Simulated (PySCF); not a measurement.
CH₈N₂Si₃, SMILES [SiH3]C1=N[Si@H]([SiH2]1)N. Heavy atoms are numbered as in [NH2:1][Si@@H:2]1[N:3]=[C:4]([SiH3:5])[SiH2:6]1. Hydrogens are named by the atom that carries them.

The structure is a stationary point at B3LYP-D3(BJ)/def2-SVP. The structure was generated by enumeration; whether it is a known compound was not checked. The values are those of a single conformer.

Calculation: PBE/def2-TZVP in PySCF.

ESP charges are fitted to the potential on shells at 1.4 to 2.0 van der Waals radii. Atomic charges (e), one atom of each kind:

```csv
atom,ESP fit,Mulliken
N1 (NH2),-1.13,-0.57
Si2 (SiH),0.81,0.36
N3,-0.58,-0.22
C4,0.36,0.00
Si5 (SiH3),0.11,0.12
Si6 (SiH2),-0.23,-0.04
H on N1,0.43,0.23
H on Si2,-0.12,-0.03
H on Si5,-0.04,-0.02
H on Si6,0.01,-0.01
```

Computed Mayer and Wiberg (Löwdin basis) orders of the bonds:
```
bond     Mayer  Wiberg
-------  -----  ------
N1–Si2    1.22    1.60
Si2–N3    0.95    1.14
N3–C4     1.79    2.22
C4–Si5    0.95    1.15
Si2–Si6   0.92    1.01
C4–Si6    0.90    1.06
```
